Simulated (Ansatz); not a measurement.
# Nudged elastic band run: CH7AsSeSi

Input file:

```yaml
crystal:
  periodic: [false, false, false]
  atoms:
    - { symbol: C, position_ang: [-0.789831, 1.216901, 0.101519] }
    - { symbol: Si, position_ang: [0.129717, -0.183883, -0.772621] }
    - { symbol: As, position_ang: [2.092674, -0.928354, 0.375525] }
    - { symbol: Se, position_ang: [-1.231897, -2.013578, -1.149019] }
    - { symbol: H, position_ang: [-0.131716, 2.104548, 0.201833] }
    - { symbol: H, position_ang: [-1.693064, 1.502424, -0.474703] }
    - { symbol: H, position_ang: [-1.104913, 0.902455, 1.116688] }
    - { symbol: H, position_ang: [0.527114, 0.229192, -2.165392] }
    - { symbol: H, position_ang: [1.259092, -1.152846, 1.655088] }
    - { symbol: H, position_ang: [2.44346, 0.508447, 0.825549] }
    - { symbol: H, position_ang: [-1.435135, -2.242306, 0.306234] }
basis:
  gaussian: { orbitals: def2-SVP }
hamiltonian:
  xc: pbe
  dispersion: d4
neb:
  order_check: false
  images: 7
  f_tol: 0.03
  max_iterations: 60
  spring: { min: 2.0, max: 10.0 }
  final_atoms:
    - { symbol: C, position_ang: [-0.78026401, 1.10561411, 0.22305961] }
    - { symbol: Si, position_ang: [0.15276931, -0.32962594, -0.57579687] }
    - { symbol: As, position_ang: [2.23016708, -0.8685758, 0.48155781] }
    - { symbol: Se, position_ang: [-1.0468551, -2.30282515, -0.45267075] }
    - { symbol: H, position_ang: [-0.17631321, 2.03478452, 0.16431328] }
    - { symbol: H, position_ang: [-1.74470319, 1.28259351, -0.29628413] }
    - { symbol: H, position_ang: [-0.991401, 0.88469188, 1.28794551] }
    - { symbol: H, position_ang: [0.45507277, 0.00163562, -2.01558422] }
    - { symbol: H, position_ang: [1.5723614, -0.76548829, 1.87263246] }
    - { symbol: H, position_ang: [2.60315989, 0.62874143, 0.51363704] }
    - { symbol: H, position_ang: [-2.20849294, -1.7285459, -1.18210875] }
  initial_path:
    images:
      - { positions_ang: [[-0.789831, 1.216901, 0.101519], [0.129717, -0.183883, -0.772621], [2.092674, -0.928354, 0.375525], [-1.231897, -2.013578, -1.149019], [-0.131716, 2.104548, 0.201833], [-1.693064, 1.502424, -0.474703], [-1.104913, 0.902455, 1.116688], [0.527114, 0.229192, -2.165392], [1.259092, -1.152846, 1.655088], [2.44346, 0.508447, 0.825549], [-1.435135, -2.242306, 0.306234]] }
      - { positions_ang: [[-0.76743372, 1.15135766, 0.12315738], [0.14683701, -0.21505919, -0.76999364], [2.10219991, -0.89453946, 0.37276613], [-1.17115177, -2.0548506, -1.09660735], [-0.13298236, 2.05508179, 0.21250599], [-1.69346471, 1.43717912, -0.4476799], [-1.07042716, 0.83186194, 1.13596177], [0.53524123, 0.2260505, -2.15274085], [1.29656883, -1.09080458, 1.68585807], [2.45088706, 0.56312283, 0.77705042], [-1.63077332, -2.06640001, 0.18042297]] }
      - { positions_ang: [[-0.74503645, 1.08581432, 0.14479577], [0.16395703, -0.24623539, -0.76736628], [2.11172582, -0.86072492, 0.37000727], [-1.11040654, -2.09612321, -1.0441957], [-0.13424872, 2.00561559, 0.22317897], [-1.69386542, 1.37193424, -0.42065679], [-1.03594132, 0.76126887, 1.15523555], [0.54336846, 0.22290901, -2.1400897], [1.33404566, -1.02876316, 1.71662813], [2.45831413, 0.61779866, 0.72855185], [-1.82641165, -1.89049401, 0.05461193]] }
      - { positions_ang: [[-0.72263917, 1.02027098, 0.16643415], [0.18107704, -0.27741158, -0.76473892], [2.12125174, -0.82691038, 0.3672484], [-1.04966131, -2.13739581, -0.99178404], [-0.13551508, 1.95614938, 0.23385196], [-1.69426614, 1.30668936, -0.39363369], [-1.00145548, 0.69067581, 1.17450932], [0.55149569, 0.21976751, -2.12743855], [1.37152249, -0.96672174, 1.7473982], [2.46574119, 0.6724745, 0.68005327], [-2.02204997, -1.71458802, -0.0711991]] }
      - { positions_ang: [[-0.70024189, 0.95472764, 0.18807253], [0.19819705, -0.30858777, -0.76211155], [2.13077765, -0.79309584, 0.36448953], [-0.98891608, -2.17866842, -0.93937239], [-0.13678144, 1.90668317, 0.24452494], [-1.69466685, 1.24144448, -0.36661058], [-0.96696964, 0.62008275, 1.19378309], [0.55962292, 0.21662601, -2.1147874], [1.40899932, -0.90468032, 1.77816827], [2.47316825, 0.72715033, 0.6315547], [-2.21768829, -1.53868202, -0.19701013]] }
      - { positions_ang: [[-0.72024742, 0.99244926, 0.1968193], [0.18684012, -0.31384731, -0.71553288], [2.15562501, -0.81196583, 0.3937566], [-1.00340084, -2.2097076, -0.81769698], [-0.14666438, 1.93870851, 0.22447203], [-1.70717593, 1.25173174, -0.34902897], [-0.97307748, 0.68623503, 1.2173237], [0.53348538, 0.16287841, -2.08998661], [1.44983984, -0.86988231, 1.80178432], [2.50566616, 0.70254811, 0.60207528], [-2.21538946, -1.58614799, -0.44328479]] }
      - { positions_ang: [[-0.74025295, 1.03017087, 0.20556607], [0.17548318, -0.31910685, -0.66895421], [2.18047236, -0.83083582, 0.42302367], [-1.01788559, -2.24074678, -0.69602157], [-0.15654733, 1.97073385, 0.20441911], [-1.71968502, 1.262019, -0.33144736], [-0.97918532, 0.75238731, 1.2408643], [0.50734785, 0.10913082, -2.06518581], [1.49068036, -0.83508431, 1.82540036], [2.53816407, 0.67794588, 0.57259587], [-2.21309062, -1.63361396, -0.68955944]] }
      - { positions_ang: [[-0.76025848, 1.06789249, 0.21431284], [0.16412625, -0.3243664, -0.62237554], [2.20531972, -0.84970581, 0.45229074], [-1.03237034, -2.27178596, -0.57434616], [-0.16643027, 2.00275918, 0.1843662], [-1.7321941, 1.27230625, -0.31386575], [-0.98529316, 0.8185396, 1.26440491], [0.48121031, 0.05538322, -2.04038502], [1.53152088, -0.8002863, 1.84901641], [2.57066198, 0.65334366, 0.54311645], [-2.21079178, -1.68107993, -0.93583409]] }
      - { positions_ang: [[-0.78026401, 1.10561411, 0.22305961], [0.15276931, -0.32962594, -0.57579687], [2.23016708, -0.8685758, 0.48155781], [-1.0468551, -2.30282515, -0.45267075], [-0.17631321, 2.03478452, 0.16431328], [-1.74470319, 1.28259351, -0.29628413], [-0.991401, 0.88469188, 1.28794551], [0.45507277, 0.00163562, -2.01558422], [1.5723614, -0.76548829, 1.87263246], [2.60315989, 0.62874143, 0.51363704], [-2.20849294, -1.7285459, -1.18210875]] }
```

Launched with:

```bash
$ ansatz run input.yaml --threads 2 --pin off --max-ram 3072MiB --backend cpu --events-out ev --progress --plain --runs-dir out
```

Output, in part (warnings, iteration lines, the closing report on the highest movable image, with atoms numbered from 0):

```
NEB end point (image 0): max|allowed force component| = 1.025e-2 eV/Å (the criterion of neb.relax_end_points is 1.000e-2)
NEB end point (image 8): max|allowed force component| = 7.417e-3 eV/Å (the criterion of neb.relax_end_points is 1.000e-2)
NEB iter   1: max|band force component| = 4.172e0 eV/Å  barrier→ = 0.4475 eV  barrier← = 0.4184 eV  Δτ_max = 0.1987 Å  (258 SCF iters)
NEB iter   2: max|band force component| = 1.886e0 eV/Å  barrier→ = 0.1295 eV  barrier← = 0.1004 eV  Δτ_max = 0.1990 Å  (201 SCF iters)
NEB iter   3: max|band force component| = 5.539e-1 eV/Å  barrier→ = 0.0636 eV  barrier← = 0.0345 eV  Δτ_max = 0.1081 Å  (201 SCF iters)
NEB iter   4: max|band force component| = 2.534e-1 eV/Å  barrier→ = 0.0547 eV  barrier← = 0.0256 eV  CI = image 4  Δτ_max = 0.1070 Å  (204 SCF iters)
NEB iter   5: max|band force component| = 4.571e-1 eV/Å  barrier→ = 0.0537 eV  barrier← = 0.0246 eV  CI = image 4  Δτ_max = 0.0507 Å  (205 SCF iters)
NEB iter   6: max|band force component| = 8.322e-2 eV/Å  barrier→ = 0.0527 eV  barrier← = 0.0236 eV  CI = image 4  Δτ_max = 0.0115 Å  (194 SCF iters)
NEB iter   7: max|band force component| = 2.388e-2 eV/Å  barrier→ = 0.0525 eV  barrier← = 0.0234 eV  CI = image 4  Δτ_max = 0.0000 Å  (386 SCF iters)
Total energy: -135177.64486307 eV, -4967.6868220193 hartree
Atom 0 at    -0.814687     1.045118     0.173803 Å, force     0.003196     0.006365     0.006542 eV/Å
Atom 1 at     0.211326    -0.269421    -0.715402 Å, force     0.001872     0.002428     0.003873 eV/Å
Atom 2 at     2.250117    -0.860587     0.386737 Å, force    -0.008593    -0.008475     0.004024 eV/Å
Atom 3 at    -1.026755    -2.224116    -0.911232 Å, force    -0.001940     0.003274    -0.004543 eV/Å
Atom 4 at    -0.225961     1.980998     0.264866 Å, force    -0.001284    -0.003298     0.001093 eV/Å
Atom 5 at    -1.742207     1.269409    -0.391319 Å, force    -0.005680    -0.002174    -0.005579 eV/Å
Atom 6 at    -1.089372     0.706266     1.192578 Å, force     0.001909    -0.004294    -0.001984 eV/Å
Atom 7 at     0.585304     0.213734    -2.093388 Å, force     0.000487     0.001209    -0.000627 eV/Å
Atom 8 at     1.510568    -0.942890     1.736238 Å, force     0.001548     0.007538     0.001125 eV/Å
Atom 9 at     2.602576     0.625698     0.616873 Å, force     0.005673     0.000830    -0.005101 eV/Å
Atom 10 at    -2.195409    -1.601207    -0.239054 Å, force     0.002812    -0.003402     0.001177 eV/Å
Dipole moment:    -0.167733     0.372646     0.174732 e Å
```

The run converged. Another band between the same ends (7 images) ends at a top of the same energy, where a vibrational analysis finds 1 clearly imaginary mode.

Final band (atoms are numbered from 1 in the order of the input):

```
image  path coordinate (Å)  energy (eV)  dihedral C1–Si2–Se4–H11 (°)
    0                 0.00        0.000                          -63
    1                 0.84        0.029                          -31
    2                 1.09        0.043                          -18
    3                 1.27        0.050                           -8
    4                 1.44        0.053                            1
    5                 1.64        0.050                           12
    6                 1.87        0.044                           23
    7                 2.15        0.035                           37
    8                 2.64        0.029                           58
```

Time of the run: 2.9 min on 2 threads of Arm Neoverse V1, with other jobs on the host, peak memory 0.2 GiB.
